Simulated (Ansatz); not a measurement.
`C[N](C)[Ge][NH2]` + HCl → `C[N](C)[Ge][Cl]` + NH₃ at 400 K and 1 bar (ligand exchange at a Ge–N bond).

Gas-phase electronic energies from Ansatz, PBE0-D4/def2-TZVP geometries. CBS: MP2 limit from def2 TZ/QZ plus the TZ coupled-cluster correction, frozen cores. This one scheme is used for every species. For Ge outer-core shells are correlated without core-valence functions, which leaves a few kJ/mol of doubt a bond. Scalar relativity is left out up to krypton. One conformer a species, not always the lowest.

```csv
species,CCSD(T)/CBS energy (Eh),H − E (kJ/mol),S (J/(mol·K))
`C[N](C)[Ge][NH2]`,-2266.45365,318.2,400.3
HCl,-460.38127,29.6,195.4
`C[N](C)[Ge][Cl]`,-2670.35761,252.2,389.1
NH₃,-56.50880,104.2,203.1
```

H − E and S are ideal-gas, rigid-rotor, harmonic terms from PBE0-D4/def2-TZVP, for one conformer and one mirror image of each species. 1 Eh = 2625.50 kJ/mol, R = 8.31446 J/(mol·K).

Problem. By hand: ΔE, ΔH, ΔS and ΔG.

Solution. ΔE = (-2670.35761) + (-56.50880) − (-2266.45365) − (-460.38127) = -0.03149 Eh = -82.7 kJ/mol. Δ(H − E) = 252.2 + 104.2 − 318.2 − 29.6 = 8.6, so ΔH = -74.1 kJ/mol. ΔS = 389.1 + 203.1 − 400.3 − 195.4 = -3.5 J/(mol·K). ΔG = -74.1 − 400 × (-3.5)/1000 = -72.7 kJ/mol.

Problem. By hand: the equilibrium constant, and the temperature at which ΔG would vanish if ΔH and ΔS stayed fixed.

Solution. log₁₀ K = −ΔG/(RT ln 10) = 9.5. ΔG = 0 at ΔH/ΔS = 21171 K, far beyond where these terms or the molecules hold.

The number of gas molecules stays the same, so ΔS is small and ΔH decides. A doubt of 5 kJ/mol in ΔE shifts log₁₀ K by 0.7 here. Other conformers and mirror images would add mixing entropy, several J/(mol·K) or more a flexible species. These are equilibria of isolated gas molecules and say nothing of rates. Largest T1 diagnostic: 0.014 (customary marks: 0.02 for closed shells, 0.045 for open ones).
